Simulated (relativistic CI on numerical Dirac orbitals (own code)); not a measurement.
# One change at a time: Zn4+

Base calculation: Dirac-Coulomb-Breit CI, KLI orbitals optimised for each configuration, model QED (radiative potential, 1s self-energy scaled to tabulated hydrogen-like ionisation energies), valence Slater integrals scaled by 0.85, P86 correlation energy added to each configuration.

Configurations in the expansion (outside the closed core [Ne]): 3s2.3p6.3d8, 3s2.3p6.3d7.4s, 3s2.3p6.3d7.4p, 3s2.3p5.3d9, 3s2.3p6.3d7.4d, 3s2.3p6.3d7.5s, 3s2.3p6.3d7.5p, 3s2.3p6.3d6.4s2, 3s2.3p6.3d7.4f, 3s2.3p6.3d7.5d, 3s2.3p6.3d7.6s, 3s2.3p6.3d7.6p, 3s2.3p6.3d6.4s.4p, 3s2.3p6.3d7.5f, 3s2.3p6.3d7.5g, 3s2.3p6.3d7.6d, 3s2.3p4.3d10, 3s.3p6.3d9, 3s2.3p6.3d6.4p2, 3s2.3p6.3d6.4s.4d. Levels of other configurations are missing.

Variants: (1) valence Slater integrals scaled by 0.75; (2) Slater integrals left unscaled; (3) Breit term removed; (4) configuration mixing switched off. Shifts of the energy above 3s2.3p6.3d8 3F_4, in cm⁻¹, for the lowest level and the first level of each name with at least 55 % of one term (blank where a level changes its place among those of its configuration and J or its character, or is not in the variant):

| Level | Base | Δ(1) | Δ(2) | Δ(3) | Δ(4) | Measured |
| --- | --- | --- | --- | --- | --- | --- |
| 3s2.3p6.3d8 3F_4 | 0.0 | 0.0 | 0.0 | 0.0 | 0.0 | 0.0 |
| 3s2.3p6.3d8 3F_3 | 2407.5 | -0.7 | +2.9 | +128.5 | +8.0 | 2466.0 |
| 3s2.3p6.3d8 3F_2 | 3917.4 | -35.5 | +42.5 | +192.6 | +48.5 | 4036.0 |
| 3s2.3p6.3d8 1D_2 | 16643.8 | -1603.2 | +2268.5 | -12.5 | +2159.5 | 18400.0 |
| 3s2.3p6.3d8 3P_2 | 21119.1 | -2016.7 | +2984.3 | +155.5 | +2007.1 | 22663.0 |
| 3s2.3p6.3d8 3P_1 | 21651.5 | -2137.8 | +3126.1 | +41.9 | +1957.7 | 23107.0 |
| 3s2.3p6.3d8 3P_0 | 22026.7 | -2163.9 | +3156.7 | +63.9 | +1984.5 | 23510.0 |
| 3s2.3p6.3d8 1G_4 | 29165.2 | -3206.6 | +4812.2 | +175.9 | -2.3 | 30600.0 |
| 3s2.3p6.3d8 1S_0 | 62489.3 | -6348.7 | +9176.6 | +11.6 | +7324.3 | 69904.0 |
| 3s2.3p6.3d7.4s 5F_5 | 199714.3 | +2132.9 | -3202.4 | -186.5 | +83.9 | 198961.7 |
| 3s2.3p6.3d7.4s 5F_4 | 201356.9 | +2125.7 | -3195.1 | -142.6 | +100.8 | 200644.0 |
| 3s2.3p6.3d7.4s 5F_3 | 202659.4 | +2127.4 | -3195.1 | -103.0 | +105.6 | 201972.7 |
| 3s2.3p6.3d7.4s 5F_2 | 203599.9 | +2122.5 | -3189.0 | -75.4 | +107.9 | 202929.1 |
| 3s2.3p6.3d7.4s 5F_1 | 204208.3 | +2116.6 | -3182.1 | -59.1 | +109.1 |  |
| 3s2.3p6.3d7.4s 3F_4 | 208757.3 | +1065.0 | -1601.8 | -180.4 | +904.3 | 208715.1 |
| 3s2.3p6.3d7.4s 3F_3 | 210969.1 | +1062.9 | -1600.7 | -109.7 | +922.0 | 210972.5 |
| 3s2.3p6.3d7.4s 3F_2 | 212439.1 | +1042.2 | -1577.4 | -68.0 | +934.2 | 212171.1 |
| 3s2.3p6.3d7.4s 5P_3 | 222677.1 | -375.0 | +540.4 | -242.2 | +550.3 | 221631.3 |
| 3s2.3p6.3d7.4s 5P_2 | 223152.7 | -427.4 | +599.8 | -251.2 | +528.9 | 222042.1 |
| 3s2.3p6.3d7.4s 5P_1 | 223992.0 | -400.6 | +567.1 | -166.2 | +544.7 | 222939.9 |
| 3s2.3p6.3d7.4s 3G_5 | 225541.6 | -759.5 | +1133.5 | -129.0 | +16.0 | 226333.9 |
| 3s2.3p6.3d7.4s 3G_4 | 226376.1 | -791.8 | +1169.1 | -104.4 | +38.8 | 227195.3 |

At this charge configurations can still be misplaced by up to about 7 % of their energy. 58 of the 63 excited levels that our extract of the measured tables holds in this range could be paired (the sources list more); they are missed by 895 cm⁻¹ on average and 7415 at most, and levels without a partner can miss by more.

Measured levels: Sugar and Musgrove, J. Phys. Chem. Ref. Data 24, 1803 (1995).

Ionisation energy from the two ground configurations alone: base 82.83 eV; valence Slater integrals scaled by 0.75 83.05 eV; Slater integrals left unscaled 82.5 eV. The NIST ASD value (semi-empirical) is 82.6 eV.

LS names give the leading component of a level, which can be under half, so a name can repeat, a term be missing and a line seem to break the LS rules.
